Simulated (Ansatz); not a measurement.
Input for Ansatz (a quantum-chemistry and plane-wave program): R-CCSD(T)/def2-TZVPP on GeH5NTe (SMILES N[Te][GeH3]), a point of a torsion scan. Elements past Kr take the def2 small-core potentials; no spin–orbit coupling. The run froze 24 orbitals, filled d shells among them.

Ansatz 0.2 input:
```yaml
crystal:
  periodic: [false, false, false]
  atoms:
    - {symbol: N, position_ang: [2.10620019, -0.10743395, 0.20387099]}
    - {symbol: Te, position_ang: [0.62042454, -0.11483803, 1.62936705]}
    - {symbol: Ge, position_ang: [-1.34503340, 0.00564002, 0.05785165]}
    - {symbol: H, position_ang: [2.04143901, 0.71743196, -0.38007084]}
    - {symbol: H, position_ang: [2.01972399, -0.90640778, -0.41199975]}
    - {symbol: H, position_ang: [-1.75931601, -1.28998646, -0.59204721]}
    - {symbol: H, position_ang: [-2.58211292, 0.50741680, 0.73518651]}
    - {symbol: H, position_ang: [-1.10177109, 0.92747128, -1.10719742]}
basis:
  gaussian:
    orbitals: def2-TZVPP
magnetization: {spin_polarized: false}
correlation: {method: ccsd_t, electrons: outside_noble_gas}
scf: {lower_state_search: off}
```

Output:

```
WARN ansatz: RAYON_NUM_THREADS=1 ignored (pool sized by the plan → 1); use --threads N
Functional definition: HF
these checks for a lower state are left out or cut short: stability, starts, cluster_reference, orbital_swaps, neighbouring_geometries, increment
integrals: 0.79 GiB planned
1369 factors; integrals over basis functions are off by at most 7.7e-4 eV
mean field: 0.72 GiB planned
mean field evaluation 1: about -65297.9990 eV, gradient 3.1e1 eV
mean field evaluation 2: about -65298.1630 eV, gradient 3.1e1 eV
mean field evaluation 4: about -65300.4394 eV, gradient 3.6e0 eV
mean field evaluation 8: about -65300.4869 eV, gradient 2.2e-1 eV
mean field evaluation 16: about -65300.4873 eV, gradient 2.0e-6 eV
mean field -65300.48730911 eV, -2399.7486463497 hartree, gradient 2.0e-6 eV, S^2 0.000000; 0 other end points of the search recorded, 0 dependent functions left out
24 core orbitals not correlated
reference -65300.48730911 eV, -2399.7486463497 hartree; 10, 10 occupied and 165, 165 virtual orbitals, 1369 factors
second order -12.99916227 eV of doubles, -0.00000000 eV of singles
coupled cluster: 1.89 GiB planned
cycle   1  -13.63335358 eV  change   -6.3e-1 eV  update   9.0e-2
cycle   2  -14.03495004 eV  change   -4.0e-1 eV  update   2.8e-2
cycle   3  -14.10901807 eV  change   -7.4e-2 eV  update   1.3e-2
cycle   4  -14.10442836 eV  change    4.6e-3 eV  update   3.5e-3
cycle   5  -14.10395668 eV  change    4.7e-4 eV  update   1.8e-3
cycle   6  -14.10398726 eV  change   -3.1e-5 eV  update   6.7e-4
cycle   7  -14.10376159 eV  change    2.3e-4 eV  update   3.2e-4
cycle   8  -14.10383766 eV  change   -7.6e-5 eV  update   1.4e-4
cycle   9  -14.10387487 eV  change   -3.7e-5 eV  update   5.2e-5
cycle  10  -14.10385432 eV  change    2.1e-5 eV  update   2.1e-5
perturbative correction -0.56372301 eV, -0.0207164384 hartree
Total energy: -65315.15488644 eV, -2400.2876698746 hartree
Checks for a lower state left out: stability, starts, cluster_reference, orbital_swaps, neighbouring_geometries, increment
```

The calculation finished and met its thresholds.

Cost: around 80 core-seconds (rough).
